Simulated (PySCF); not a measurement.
# FeH: energy against distance

Set-up: Fe def2-TZVPP, H def2-TZVPP; no relativity (PySCF 2.14). Energies in eV from Fe (3d6 4s2) + H in their ground configurations at the same level. State: ⁴Δ (quartet), unpaired electrons π ↑↑, δ ↑.

Curves on a restricted Hartree–Fock reference rise too fast on stretching and do not dissociate correctly.

```tsv
R (Å)	ROHF-CCSD
1.416	-1.537
1.479	-1.652
1.526	-1.695
1.573	-1.707
1.620	-1.695
1.683	-1.648
1.762	-1.552
1.856	-1.399
```

Q: Put a parabola through the three lowest points of the ROHF-CCSD curve and estimate Re, k and ωe (reduced mass 0.99 u; 1 eV/Å² = 0.16022 mdyn/Å; ωe = 1302.8·√(k/μ) cm⁻¹).

A: Through R = 1.526, 1.573, 1.62 Å the second-order coefficient is 5.43 eV/Å², so Re ≈ 1.573 Å, k ≈ 1.74 mdyn/Å and ωe ≈ 1728 cm⁻¹. A polynomial fit of higher order to the unrounded ROHF-CCSD energies gives Re = 1.572 Å, k = 1.77 mdyn/Å, ωe = 1743 cm⁻¹; anharmonicity and rounding make the difference.

The higher-order fit for each curve: ROHF-CCSD: Re = 1.572 Å, ωe = 1743 cm⁻¹, De = 1.71 eV.

Correlated steps freeze 5 core orbitals. The CCSD T1 diagnostic is raised, a sign that a single reference may not be enough here. The state is the lowest single determinant that the PBE0 search found; with open d or f shells the true ground state can be another one.
